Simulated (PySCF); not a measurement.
Magnetic susceptibility: `FC(F)(F)C1=C[SiH2]CS1`, C₄H₅F₃SSi

Molfile (atoms numbered from 1):
```
C4H5F3SSi
     RDKit          3D

 14 14  0  0  0  0  0  0  0  0999 V2000
    2.8070   -0.9848    0.8679 F   0  0  0  0  0  0  0  0  0  0  0  0
    2.2966   -0.3173   -0.1815 C   0  0  0  0  0  0  0  0  0  0  0  0
    2.6698   -0.9948   -1.2787 F   0  0  0  0  0  0  0  0  0  0  0  0
    2.9443    0.8576   -0.2278 F   0  0  0  0  0  0  0  0  0  0  0  0
    0.8098   -0.1449   -0.0794 C   0  0  0  0  0  0  0  0  0  0  0  0
    0.2029    1.0394    0.0545 C   0  0  0  0  0  0  0  0  0  0  0  0
   -1.6608    0.9525    0.1861 Si  0  0  0  0  0  4  0  0  0  0  0  0
   -1.7599   -0.9590    0.0401 C   0  0  0  0  0  0  0  0  0  0  0  0
   -0.0785   -1.6455   -0.1282 S   0  0  0  0  0  0  0  0  0  0  0  0
    0.7923    1.9405    0.0800 H   0  0  0  0  0  0  0  0  0  0  0  0
   -2.1680    1.3894    1.4873 H   0  0  0  0  0  0  0  0  0  0  0  0
   -2.3419    1.5929   -0.9394 H   0  0  0  0  0  0  0  0  0  0  0  0
   -2.3162   -1.2924   -0.8323 H   0  0  0  0  0  0  0  0  0  0  0  0
   -2.1980   -1.4340    0.9142 H   0  0  0  0  0  0  0  0  0  0  0  0
  1  2  1  0
  2  3  1  0
  2  4  1  0
  2  5  1  0
  5  6  2  0
  6  7  1  0
  7  8  1  0
  8  9  1  0
  9  5  1  0
  6 10  1  0
  7 11  1  0
  7 12  1  0
  8 13  1  0
  8 14  1  0
M  END
```

Computed, not measured: PySCF, GIAO OLYP/pcSseg-0 magnetisability, rotational g tensor and spin-rotation constants, non-relativistic, gas phase. Geometry: GFN2-xTB.

(1) How diamagnetic is it, and how anisotropic?

(2) Split it along the inertial axes a, b, c into diamagnetic and paramagnetic parts about the centre of mass, with the quadrupole moment.

(3) And the rotational g tensor?

Answers

(1) Isotropic -1478 × 10⁻³⁰ J/T², or -89.0 × 10⁻⁶ cm³/mol; principal values -1558, -1472, -1403 × 10⁻³⁰ J/T², anisotropy 134 × 10⁻³⁰ J/T² (root of half the summed squared differences of the principal values). The susceptibility is in cgs units.

(2) 
| axis | χ (10⁻⁶ cm³/mol) | diamagnetic (10⁻⁶ cm³/mol) | paramagnetic (10⁻⁶ cm³/mol) | summed x² of all electrons (Å²) | quadrupole Θ (D Å) |
| --- | --- | --- | --- | --- | --- |
| a | -88.6 | -634.0 | 545.4 | 314.0 | +4.88 |
| b | -84.5 | -1500.6 | 1416.1 | 109.7 | -0.28 |
| c | -93.8 | -1797.8 | 1704.0 | 39.7 | -4.60 |

Anisotropies 2χaa − χbb − χcc = +1.1 and 2χbb − χaa − χcc = +13.3 × 10⁻⁶ cm³/mol. Θ is traceless in Buckingham's convention.

(3) 
| axis | rotational constant (GHz) | g | nuclear part | electronic part |
| --- | --- | --- | --- | --- |
| a | 2.1986 | -0.0316 | 0.5317 | -0.5633 |
| b | 0.8053 | -0.0120 | 0.5238 | -0.5357 |
| c | 0.6646 | -0.0062 | 0.5259 | -0.5321 |

Asymmetric top; isotopes 12C, 19F, 1H, 32S, 28Si; no vibrational averaging.
